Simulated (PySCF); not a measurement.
**CaI2, singlet: structure and spectrum**

These are results of BP86 in PySCF with Ca def2-TZVP, I def2-TZVP with ECP28; scalar-relativistic core potentials, no spin–orbit coupling; density-fitted integrals, not measurements.

The structure is a minimum.

```json
{"Point group": "D∞h", "Bond lengths": "Ca–I 2.831 Å (×2)", "Bond angles": "I–Ca–I 180.0°", "Zero-point energy": "3.1 kJ/mol", "Highest occupied level": "-6.37 eV", "Heat capacity Cp at 298.15 K": "60.7 J/(mol K)", "Atomisation energy without zero-point energy": "683 kJ/mol", "Entropy at 298.15 K and 1 bar": "327.9 J/(mol K)", "Principal polarisabilities": "82.7, 82.7, 156.7 bohr³", "Dipole moment": "0.00 D", "Rotational constants": "0.008286 cm⁻¹", "Lowest empty level": "-2.97 eV", "Principal quadrupole moments (Buckingham, traceless) about the centre of mass": "-26.68, 13.34, 13.34 D Å", "Rotational symmetry number": "2", "Enthalpy at 298.15 K above 0 K": "16.04 kJ/mol"}
```

Harmonic modes (masses in u: Ca 39.963, I 126.904):
| symmetry | ω (cm⁻¹) | IR (km/mol, summed over degenerate members) |
| --- | --- | --- |
| πu | 43 | 56.5 |
| σg+ | 121 | 0.0 |
| σu+ | 305 | 153 |

In D∞h the vibrations span πu + σg+ + σu+. The σg+ mode carries no infrared intensity, as symmetry demands. With a centre of inversion only u modes can be infrared active and only g modes Raman active.

Charges (e):
| atom | Mulliken | Löwdin | polar tensor | Mayer order to Ca1 |
| --- | --- | --- | --- | --- |
| Ca1 | 0.99 | 0.19 | 1.44 | – |
| I2,3 | -0.49 | -0.10 | -0.72 | 0.90 |

Mulliken populations on Ca1: s 6.24, p 12.25, d 0.53.

Counting electrons, calcium keeps none of its valence electrons outside its bonds, so the VSEPR class is AX2 and the expected shape is linear (D∞h), as computed.

The final relaxation and frequency run took of the order of 5 core-minutes on a shared host.
